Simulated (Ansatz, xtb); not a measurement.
# Relative energy of two structures of H7Si4+

We compare X, a singlet given by its coordinates, with Y, `[SiH+]1[SiH2][SiH2][SiH2]1`, a singlet. Both are isolated ions in the gas phase, relaxed with B3LYP-D3(BJ)/def2-SVP.

X (Å):

```xyz
11

Si   -1.7575    2.4877   -0.2186
Si    0.2838    1.3468   -0.5534
Si    2.3462    2.1414   -0.6040
Si    0.6514   -0.7734   -1.0613
H    -2.7401    1.8008   -1.0927
H    -2.0800    2.3591    1.2238
H    -1.4902    3.8885   -0.6278
H     3.4772    1.2181   -0.8588
H     2.7164    3.5613   -0.3994
H    -0.4008   -1.8009   -1.2407
H     2.0433   -1.2478   -1.2454
```

Close contacts (Å): Si1–Si2 2.36, Si2–Si3 2.21, Si2–Si4 2.21, Si1–H5 1.48, Si1–H6 1.48, Si1–H7 1.48, Si3–H8 1.48, Si3–H9 1.48, Si4–H10 1.48, Si4–H11 1.48.

Y (Å):

```yaml
atoms:
  - { symbol: Si, position_ang: [-1.1621, 0.9998, -1.1464] }
  - { symbol: Si, position_ang: [0.3257, 2.3845, -2.2318] }
  - { symbol: Si, position_ang: [1.1404, 1.9274, 0.0251] }
  - { symbol: Si, position_ang: [0.0362, -0.2188, 0.3991] }
  - { symbol: H, position_ang: [-2.0959, 1.8843, -0.3741] }
  - { symbol: H, position_ang: [1.2519, 1.7566, -3.2000] }
  - { symbol: H, position_ang: [-0.2082, 3.7268, -2.5509] }
  - { symbol: H, position_ang: [2.5159, 1.4597, -0.2868] }
  - { symbol: H, position_ang: [0.9327, 2.9789, 1.0426] }
  - { symbol: H, position_ang: [-0.6737, -0.4553, 1.6753] }
  - { symbol: H, position_ang: [0.9123, -1.2930, -0.1184] }
```

Q: Estimate E(Y) − E(X) at the level CCSD(T)/def2-SVP + ΔMP2/def2-TZVPP.

A: Calculated at CCSD(T)/def2-SVP + ΔMP2/def2-TZVPP: E(Y) − E(X) = −68.4 kJ/mol, so structure Y lies lower.

How the difference moves with the method:

```json
{"level": "B3LYP-D3(BJ)/def2-SVP", "geometry": "B3LYP-D3(BJ)/def2-SVP", "E(Y) − E(X) (kJ/mol)": "−56.7", "departure from the last row (kJ/mol)": "+11.7", "job, with rough time for the two": "optimisation, 80 s"}
{"level": "HF/def2-SVP", "geometry": "B3LYP-D3(BJ)/def2-SVP", "E(Y) − E(X) (kJ/mol)": "−36.5", "departure from the last row (kJ/mol)": "+31.9", "job, with rough time for the two": "part of the CCSD(T) run"}
{"level": "MP2/def2-SVP", "geometry": "B3LYP-D3(BJ)/def2-SVP", "E(Y) − E(X) (kJ/mol)": "−55.8", "departure from the last row (kJ/mol)": "+12.6", "job, with rough time for the two": "part of the CCSD(T) run"}
{"level": "CCSD(T)/def2-SVP", "geometry": "B3LYP-D3(BJ)/def2-SVP", "E(Y) − E(X) (kJ/mol)": "−55.6", "departure from the last row (kJ/mol)": "+12.8", "job, with rough time for the two": "single point"}
{"level": "CCSD(T)/def2-SVP + ΔMP2/def2-TZVPP", "geometry": "B3LYP-D3(BJ)/def2-SVP", "E(Y) − E(X) (kJ/mol)": "−68.4", "departure from the last row (kJ/mol)": "", "job, with rough time for the two": "single point, 22 s"}
```

The levels shown agree on the order. The largest departure from CCSD(T)/def2-SVP + ΔMP2/def2-TZVPP is that of HF/def2-SVP, 31.9 kJ/mol. A small imaginary or near-zero mode remains, so no thermal terms are given. Levels run at GFN2-xTB geometries aren't shown. The last row adds to CCSD(T) the change of the MP2 difference between the two basis sets, here −12.8 kJ/mol, a large step that makes the value less sure.

The correlated steps freeze 20 core orbitals. Programs: Ansatz 0.2.0; the last row on 2 threads of Intel(R) Xeon(R) Platinum 8375C CPU @ 2.90GHz (Ice Lake) on a shared host.
